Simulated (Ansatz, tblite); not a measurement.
Cost and result up the ladder for BH₂Br (4 atoms). The state is a singlet with charge 0. Geometry: r2SCAN-D4/def2-TZVP.

```
atom   x (Å)   y (Å)   z (Å)
  B1   0.189   0.033   0.049
  H2   0.916  -0.905   0.104
  H3   0.516   1.153   0.270
 Br4  -1.621  -0.281  -0.422
```

Ansatz on 4 threads of Intel Xeon on a shared host; xTB runs through tblite on one thread. Times are rough, summed over both states, and most runs start from the orbitals of an earlier one. CCSD(T)/def2-TZVPP serves as the yardstick here, not as an exact answer. The other state is a doublet.

The xTB rows come from tblite. Correlated methods freeze 10 core orbitals; core or outer-core shells of Br are correlated, in sets that lack core-valence functions.

Raw xTB energies of ions are shifted by several eV.

| level | functions | wall time | vertical IE (eV) | difference from CCSD(T)/def2-TZVPP (eV) |
| --- | --- | --- | --- | --- |
| GFN2-xTB | 15 | 0.004 s | 15.35 | 4.48 |
| GFN1-xTB | 17 | 0.005 s | 15.98 | 5.11 |
| PBE-D4/def2-TZVP | 91 | 1.2 s | 10.57 | -0.30 |
| PBE0-D4/def2-TZVP | 91 | 1.8 s | 10.77 | -0.10 |
| r2SCAN-D4/def2-TZVP | 91 | 2.2 s | 10.70 | -0.17 |
| CCSD(T)/def2-TZVPP | 107 | 6.5 s | 10.87 | 0.00 |
